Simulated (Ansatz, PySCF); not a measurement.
1-hydroxysilylpropan-2-one (C3H8O2Si), SMILES CC(=O)C[SiH2]O. Atoms are numbered in the order given.

```xyz
14

C      2.4939     0.1116    -0.2620
C      1.0656     0.5181    -0.0114
O      0.5431     1.4333    -0.6340
C      0.2799    -0.2723     1.0009
Si    -1.2809    -0.9576     0.1465
O     -2.0540     0.3450    -0.5245
H      2.5320    -0.9528    -0.5487
H      2.9335     0.7309    -1.0541
H      3.0821     0.2072     0.6656
H      0.8773    -1.0472     1.5063
H     -0.1086     0.4290     1.7611
H     -0.8511    -1.9761    -0.8630
H     -2.1687    -1.6109     1.1472
H     -1.4043     1.0397    -0.7492
```
Charge 0, spin multiplicity 1.

The structure is a stationary point at r2SCAN-D4/def2-SVP. One conformer was computed; it need not be the lowest.

Two levels are set side by side: PBE-D3(BJ)/def2-SVP (Ansatz, a first-principles code) and r2SCAN-D4/def2-SVP (Ansatz). Each level has its own optimised geometry; the coordinates shown are those of the second. Frequencies come from the Hessian of PySCF at each geometry. Differences are taken from unrounded values.

| quantity | r2SCAN-D4 |
|---|---|
| mean bond length (Å) | 1.329 |
| bond C1–C2 (Å) | 1.506 |
| bond C2–O3 (Å) | 1.224 |
| bond C2–C4 (Å) | 1.506 |
| bond C4–Si5 (Å) | 1.907 |
| bond Si5–O6 (Å) | 1.657 |
| bond C1–H7 (Å) | 1.103 |
| bond C1–H8 (Å) | 1.097 |
| bond C1–H9 (Å) | 1.103 |
| bond C4–H10 (Å) | 1.101 |
| bond C4–H11 (Å) | 1.105 |
| bond Si5–H12 (Å) | 1.497 |
| bond Si5–H13 (Å) | 1.489 |
| bond O6–H14 (Å) | 0.977 |
| highest harmonic wavenumber (cm⁻¹) | 3646 |
| mean harmonic wavenumber (cm⁻¹) | 1292 |
| zero-point energy (kcal/mol) | 66.51 |

Task: What does PBE-D3(BJ) give, and how far is it from r2SCAN-D4? (The exact figures need the calculation; the answer reports its results.)

Result: 
```csv
quantity,PBE-D3(BJ),PBE-D3(BJ) minus r2SCAN-D4
mean bond length (Å),1.338,0.009
bond C1–C2 (Å),1.512,0.006
bond C2–O3 (Å),1.233,0.009
bond C2–C4 (Å),1.510,0.005
bond C4–Si5 (Å),1.920,0.013
bond Si5–O6 (Å),1.671,0.014
bond C1–H7 (Å),1.111,0.008
bond C1–H8 (Å),1.105,0.007
bond C1–H9 (Å),1.110,0.007
bond C4–H10 (Å),1.108,0.007
bond C4–H11 (Å),1.111,0.007
bond Si5–H12 (Å),1.509,0.012
bond Si5–H13 (Å),1.501,0.012
bond O6–H14 (Å),0.990,0.013
highest harmonic wavenumber (cm⁻¹),3461,-185
mean harmonic wavenumber (cm⁻¹),1260,-32
zero-point energy (kcal/mol),64.86,-1.64
```
